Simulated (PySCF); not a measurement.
A side-by-side comparison of computed properties.

First species: C₅H₅NS.
InChI=1S/C5H5NS/c1-6-5-2-3-7-4-5/h2-4H,1H2

Second species: C2H7NSi.
InChI=1S/C2H7NSi/c1-2-4-3/h2H,1,3-4H2

Levels: CAM-B3LYP/def2-SVPD for dipole moment, HOMO energy, LUMO energy, HOMO–LUMO gap, static isotropic polarisability and electronic spatial extent ⟨r²⟩ about the centre of nuclear charge; TDDFT CAM-B3LYP/def2-SVPD for lowest singlet excitation; TDA CAM-B3LYP/def2-SVPD for lowest triplet excitation (Tamm–Dancoff); GFN2-xTB for rotational constant A and rotational constant C. Geometries: GFN2-xTB. Each structure is a single optimised conformer of the isolated species, non-relativistic unless stated. Electronic properties by PySCF.

Dipoles, sizes and rotational constants follow the conformer. The torsions of the flexible species, by atom-mapped SMILES:
- `[CH2:1]=[N:2][c:3]1[cH:4][cH:5][s:6][cH:7]1`: C1–N2–C3–C4 148°
- `[CH2:1]=[CH:2][SiH2:3][NH2:4]`: C1–C2–Si3–N4 143°, H–N4–Si3–C2 174°, H–N4–Si3–C2 -49°

Which has the higher rotational constant C?

The second: 2.836 GHz against 1.289 GHz, a difference of 1.547 GHz.

Which has the higher HOMO–LUMO gap?

The second: 9.46 eV against 7.64 eV, a difference of 1.82 eV.

Which of the two has the higher HOMO energy, and by how much?

The first: -7.80 eV against -8.79 eV, a difference of 0.99 eV.

Which has the higher dipole moment?

The first: 1.19 D against 0.97 D, a difference of 0.22 D.

Which has the higher S1 energy?

The second: 6.24 eV against 4.26 eV, a difference of 1.98 eV.

Which of the two has the higher rotational constant A, and by how much?

The second: 15.796 GHz against 6.180 GHz, a difference of 9.616 GHz.

Which has the higher static isotropic polarisability?

The first: 84.4 au against 59.7 au, a difference of 24.7 au.

Which has the higher ⟨r²⟩?

The first: 884 bohr² against 476 bohr², a difference of 408 bohr².

On the first: The vertical singlet–triplet gap S1 − T1 is 1.07 eV (TDDFT singlet less Tamm–Dancoff triplet; S1: HOMO→LUMO, weight 0.64; T1: HOMO→LUMO, weight 0.87). In wavenumbers S1 is 34300 cm⁻¹ (1 eV = 8065.54 cm⁻¹).

On the second: S1 lies 3.22 eV below the HOMO–LUMO gap; its leading configuration is HOMO→LUMO, weight 0.82.
